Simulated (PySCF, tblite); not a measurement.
Isomers of C3H12N2Si3, one GFN2-xTB conformer each. Single-point energies are computed at PBE0/pcSseg-1 (PySCF, gas phase, no added dispersion term), electronic only.

Question: Rank them by PBE0/pcSseg-1 energy, lowest first (kcal/mol).
A. `[CH3:1][CH2:2][Si@H:3]([C:4]#[N:5])[N:6]([SiH3:7])[SiH3:8]` with C1–C2–Si3–C4 -57°, C2–Si3–N6–Si7 -15°
B. `[N:1]#[C:2][CH2:3][Si@@H:4]([CH2:5][SiH3:6])[SiH2:7][NH2:8]` with C2–C3–Si4–C5 -56°, C3–Si4–C5–Si6 180°, C3–Si4–Si7–N8 159°, Si4–Si7–N8–H 49° and -172°

Answer: A (0.0), B (23.1).

As drawn, the higher has an N–H bond and an Si–Si bond, which the lower lacks. GFN2-xTB itself gives, in the same order: 0.0, 39.2. Both levels put the same isomer lowest.

Question: Which frontier levels, dipoles and rotational constants go with these structures?

Answer: 
| SMILES | HOMO (eV, PBE0/pcSseg-1) | LUMO (eV) | dipole (D) | A, B, C (MHz) |
| --- | --- | --- | --- | --- |
| CC[Si@H](C#N)N([SiH3])[SiH3] | -7.84 | -0.70 | 3.80 | 1423, 901.9, 604.8 |
| N#CC[Si@@H](C[SiH3])[SiH2]N | -7.46 | -0.71 | 3.68 | 1180, 832.8, 578.1 |

Question: What happens when harmonic zero-point energies from GFN2-xTB frequencies are added?

Answer: 
```tsv
SMILES	ZPE (kcal/mol)	electronic (kcal/mol)	with ZPE (kcal/mol)
CC[Si@H](C#N)N([SiH3])[SiH3]	85.5	0.0	0.0
N#CC[Si@@H](C[SiH3])[SiH2]N	85.6	23.1	23.2
```

The zero-point energies span 0.1 kcal/mol. The order is unchanged.
